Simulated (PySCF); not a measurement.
**Run times: vanadium in x2c-TZVPPall**

Measured wall times of calculations with PySCF 2.14 in x2c-TZVPPall (6s5p4d2f1g, 64 functions), with scalar relativity by spin-free X2C-1e, run from one Python driver. Hardware: 1 thread of Neoverse-V1 on a shared host, 1.3 GiB allowed. The two-electron integrals over 64 functions were computed once and kept in memory (0.45 CPU seconds with the set-up); the times below exclude them. Kohn-Sham runs start from converged Hartree-Fock orbitals.

Launch command (the driver calls PySCF for each step listed in the task file):

```bash
OMP_NUM_THREADS=1 python atomrun2.py TASK.json OUT
```

```
           species                           step  iterations  wall time (s)
        V [Ar] 3d5  UHF with spin-orbit constants           3            2.6
        V [Ar] 3d5                            LDA           8            0.9
        V [Ar] 3d5                            PBE           8            1.4
        V [Ar] 3d5                           PBE0           7            1.4
        V [Ar] 3d5                         r2SCAN           7              3
        V [Ar] 3d5                           BLYP           8            1.4
        V [Ar] 3d5                           MN15           6            2.7
        V [Ar] 3d5                      CAM-B3LYP           6            1.9
        V [Ar] 3d5                          TPSSh           7            3.2
        V [Ar] 3d5              MP2 (5 electrons)                       0.05
        V [Ar] 3d5             MP2 (13 electrons)                       0.17
V [Ar] 3d2 4s2 4p1                            LDA           8           0.98
V [Ar] 3d2 4s2 4p1                            PBE           8            1.5
V [Ar] 3d2 4s2 4p1                         r2SCAN           8            3.4
V [Ar] 3d2 4s2 4p1                           BLYP           8            1.5
V [Ar] 3d2 4s2 4p1                      CAM-B3LYP          19            4.8
V [Ar] 3d2 4s2 4p1                          TPSSh           9            4.2
V [Ar] 3d3 4s1 4p1  UHF with spin-orbit constants           8            2.8
V [Ar] 3d3 4s1 4p1                            LDA           6           0.77
V [Ar] 3d3 4s1 4p1                            PBE           6            1.2
V [Ar] 3d3 4s1 4p1                           PBE0          10              2
V [Ar] 3d3 4s1 4p1                         r2SCAN           9            3.9
V [Ar] 3d3 4s1 4p1                           BLYP           6            1.2
V [Ar] 3d3 4s1 4p1                           MN15          13            5.6
V [Ar] 3d3 4s1 4p1                      CAM-B3LYP          10            2.9
V [Ar] 3d3 4s1 4p1                          TPSSh          13            5.9
V [Ar] 3d3 4s1 4p1              MP2 (5 electrons)                       0.05
V [Ar] 3d3 4s1 4p1             MP2 (13 electrons)                       0.17
```

Peak memory of the process: 0.29 GiB. Times on a shared host vary from run to run.
